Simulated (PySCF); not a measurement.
Al(Me)(Cl) (CH3AlCl), SMILES [CH3][Al+][Cl], charge +1.

Geometry optimised at B3LYP-D3(BJ)/def2-TZVP. The spin state was assumed, not searched. The isomer is the one that the SMILES or the coordinates give; other isomers of the formula were not compared.

Method: C-PCM-M06-2X/def2-SVP in PySCF.

The values are the electrostatic part of the solvation free energy, E(continuum) − E(gas) at the gas-phase geometry, in a cavity of scaled van der Waals radii (PySCF's table); cavitation and dispersion terms are not included. A continuum can't describe solvent molecules that bind to the metal. In vacuum the orbital gap is 9.86 eV.

```tsv
solvent	ε	ΔG(elec) (kcal/mol)	gap (eV)
water	78.36	[?]	[?]
toluene	2.37	-40.6	9.95
chloroform	4.71	-55.6	9.98
```

Q: Fill in the missing entries. (The exact figures need the calculation; the answer reports its results.)

A: 
- water, ΔG(elec) (kcal/mol): -70.1
- water, gap (eV): 10.01
